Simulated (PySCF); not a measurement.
**Computed spin Hamiltonian**

Compound: C₇H₆ (charge +1 and doublet state).
Geometry (GFN2-xTB, Å), atoms numbered from 1 in this order:
```xyz
13
C7H6 angstrom
C     -1.469   -0.684   -0.302
C     -0.321   -1.447   -0.020
C      0.793   -0.730    0.246
C      2.073   -0.017    0.253
C      0.800    0.708    0.287
C     -0.307    1.448    0.063
C     -1.462    0.714   -0.262
H     -2.393   -1.194   -0.532
H     -0.360   -2.528   -0.005
H      2.729    0.005   -0.615
H      2.630   -0.046    1.192
H     -0.336    2.528    0.139
H     -2.381    1.245   -0.463
```

As a line formula: `[CH]1C=C2CC2=C[CH+]1` [radical] (charge +1).

Theory: UKS B3LYP, pcH-1 on C H, non-relativistic, mean-field spin-orbit, GIAO (PySCF). Geometry: GFN2-xTB; no solvent, vibrations or thermal averaging. A GFN2-xTB geometry isn't a minimum of the functional, and hyperfine couplings can be far from their values at a DFT geometry, by a factor of two or more for some ions and for spin on atoms past the first row. No stability test was run, so a lower SCF solution isn't excluded.

```json
{"g1, g2, g3": "2.00198, 2.00241, 2.00355", "g_iso": "2.00264", "Form of g": "rhombic: the two nearest values differ by 27 % of g3 − g1", "⟨S²⟩": "0.7638 (exact 0.7500)", "HOMO–LUMO gap, α and β orbitals": "6.05, 2.41 eV", "Basis functions": "235"}
```

Isotropic coupling and dipolar principal values T1 to T3, in MHz:

```tsv
atom	isotope	a_iso	T1	T2	T3	Mulliken spin population
C1	13C	17.8	-19.3	-18.6	37.9	0.23
C2	13C	-21.0	-12.3	6.0	6.3	-0.10
C3	13C	41.9	-30.1	-28.6	58.7	0.34
C4	13C	-37.5	-8.5	-1.2	9.7	-0.06
C5	13C	41.9	-30.1	-28.6	58.7	0.34
C6	13C	-21.0	-12.3	6.0	6.3	-0.10
C7	13C	17.8	-19.3	-18.6	37.9	0.23
H8	1H	-15.8	-10.1	-2.5	12.6	-0.01
H9	1H	19.3	-3.3	0.1	3.2	0.01
H10	1H	119.9	-4.3	-4.3	8.6	0.05
H11	1H	240.5	-5.6	-4.0	9.5	0.09
H12	1H	19.3	-3.3	0.1	3.2	0.01
H13	1H	-15.8	-10.1	-2.5	12.6	-0.01
```

The Mulliken spin populations are largest on C3 (+0.34), C5 (+0.34), C7 (+0.23) and C1 (+0.23). Four atoms exceed +0.15. The positive populations add up to 1.29 and the negative ones to -0.29, together 2S = 1.

C1, the radical centre as drawn in `[CH]1C=C2CC2=C[CH+]1`, holds a spin population of +0.23 out of 1.

Axes: g3 points within 1° of the C3–C5 bond.

Under fast tumbling the dipolar parts average out, and these isotropic splittings remain: 2 × 1H (H10/H11, I = 1/2, 3 lines) with 6.43 mT, 2 × 1H (H9/H12, I = 1/2, 3 lines) with 0.69 mT and 2 × 1H (H8/H13, I = 1/2, 3 lines) with 0.57 mT.

Nuclei that the bonding pattern makes equivalent are averaged, as if the motion that swaps them (rotation, inversion, ring flip) were fast. The 1H value of +180.2 MHz is a mean of couplings from 119.9 to 240.5 MHz in this one geometry, not an average over conformers.

The 13C coupling of C3/C5 (mean 41.9 MHz) shows only in satellite lines or after enrichment, since that isotope makes up about 1.07 % of natural carbon.

β density exceeds α density at some nuclei, such as C4 (-0.0333), C2/C6 (-0.0187) and H8/H13 (-0.0035), spin density in bohr⁻³. In a single determinant that takes different orbitals for the two spins, that is spin polarisation.

Time: 38 s wall. Hardware: an Arm Neoverse V2 with one thread, on a shared host.
